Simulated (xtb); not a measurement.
BiFBr2, SMILES [F][Bi]([Br])[Br]. All values are semi-empirical tight-binding results from xtb (GFN2-xTB unless named), good for trends rather than for accurate numbers. The structure is a stationary point at GFN2-xTB. The structure was generated by enumeration; whether it is a known compound was not checked.

For metal compounds this method's bond lengths and energies can be far off.

| Quantity | Value |
|---|---|
| point group as xtb finds it | Cs |
| orbital gap | 5.71 eV |
| zero-point energy | 1.6 kcal/mol |
| G − E(el) at 298.15 K (modified RRHO) | -20.5 kcal/mol |
